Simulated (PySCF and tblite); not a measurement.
Results of a calculation; reference values are marked as such.
System: C4H9BO, numbered as in [CH2:1]=[CH:2][B:3]([CH3:4])[O:5][CH3:6].

Motion: rotation about the B3–C2 bond (torsion C4–B3–C2–C1 from 0° to 179°, rising). GFN2-xTB gives an electronic barrier of 1.9 kcal/mol and a reaction energy of 0.3 kcal/mol.

What does PBE0/pcSseg-1 + D3(BJ) give on B3LYP-D3(BJ)/def2-SVP geometries?

A barrier of 5.5 kcal/mol, 3.6 above the tight-binding barrier (from unrounded values), a reaction energy of 0.8 kcal/mol and, with GFN2-xTB thermal terms, ΔG‡(298 K) = 5.6 kcal/mol and k = 9.4×10⁸ s⁻¹ (2 equivalent paths).

And the level of the geometries itself, B3LYP-D3(BJ)/def2-SVP?

5.6 kcal/mol.

Programs: tblite and PySCF.
